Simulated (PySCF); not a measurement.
Working out the excitation energy of Bi

Bi [Xe] 4f14 5d10 6s2 6p3 (4S) → Bi [Xe] 4f14 5d10 6s1 6p4 (4P). All numbers are calculated (PySCF 2.14, a scalar-relativistic core potential, in aug-cc-pVTZ-PP with ECP60MDF). Frozen: 5s2 5p6 5d10. Energies in hartree (1 hartree = 27.21139 eV):

```csv
part,Bi (lower),Bi (upper)
UHF,-213.594298,-213.253893
MP2 opposite-spin,-0.036046,-0.038988
MP2 same-spin,-0.014729,-0.014323
```

What does Hartree-Fock give?

(-213.253893) − (-213.594298) = 0.340405 hartree = 9.263 eV.

What do MP2 and SCS-MP2 (6/5 opposite-spin, 1/3 same-spin) give?

The opposite-spin parts differ by -0.080 eV and the same-spin parts by 0.011 eV. MP2: 9.263 + (-0.080) + (0.011) = 9.194 eV. SCS-MP2: 9.263 + 1.2 × (-0.080) + (0.011)/3 = 9.171 eV.

The upper state lies above the first ionisation limit, where it may autoionise and the basis confines it.
